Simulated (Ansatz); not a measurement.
Start from `C=CC(=C)F` and change one atom or group to get `C=C(F)[SiH2][SeH]`.

Ansatz, PBE0-D4/def2-TZVP geometries, multiplicity 1. Each molecule was computed in one conformer, which needn't be the lowest.

Scalar relativity is left out up to krypton.

```
                                          property  `C=CC(=C)F`
                 HOMO energy (PBE/def2-TZVPP) / eV        -5.97
    size of the dipole moment (PBE/def2-TZVPP) / D         1.23
             HOMO energy (ωB97M-V/def2-TZVPP) / eV        -9.12
size of the dipole moment (ωB97M-V/def2-TZVPP) / D         1.35
               HOMO energy (B3LYP/def2-TZVPP) / eV        -6.80
               LUMO energy (B3LYP/def2-TZVPP) / eV        -1.30
```

Question: What does the change do to each property? (An estimate is asked.)

Answer: The calculation gave: 
```json
{"property": "HOMO energy (PBE/def2-TZVPP) / eV", "`C=C(F)[SiH2][SeH]`": "-6.05", "shift": "-0.08"}
{"property": "size of the dipole moment (PBE/def2-TZVPP) / D", "`C=C(F)[SiH2][SeH]`": "1.67", "shift": "0.44"}
{"property": "HOMO energy (ωB97M-V/def2-TZVPP) / eV", "`C=C(F)[SiH2][SeH]`": "-9.37", "shift": "-0.25"}
{"property": "size of the dipole moment (ωB97M-V/def2-TZVPP) / D", "`C=C(F)[SiH2][SeH]`": "1.88", "shift": "0.53"}
{"property": "HOMO energy (B3LYP/def2-TZVPP) / eV", "`C=C(F)[SiH2][SeH]`": "-6.96", "shift": "-0.16"}
{"property": "LUMO energy (B3LYP/def2-TZVPP) / eV", "`C=C(F)[SiH2][SeH]`": "-1.03", "shift": "0.27"}
```

With PBE0 the HOMO falls by 0.19 eV and the LUMO rises by 0.25 eV, so the gap widens by about 0.44 eV. PBE moves the HOMO by -0.08 eV and ωB97M-V by -0.25 eV. Dipoles are sizes alone; their direction can turn.

B3LYP here is the variant with VWN-RPA as its local correlation; programs differ in this.

Spin–orbit coupling is left out; it splits and shifts lone-pair levels of the heavy atoms by tenths of an eV.
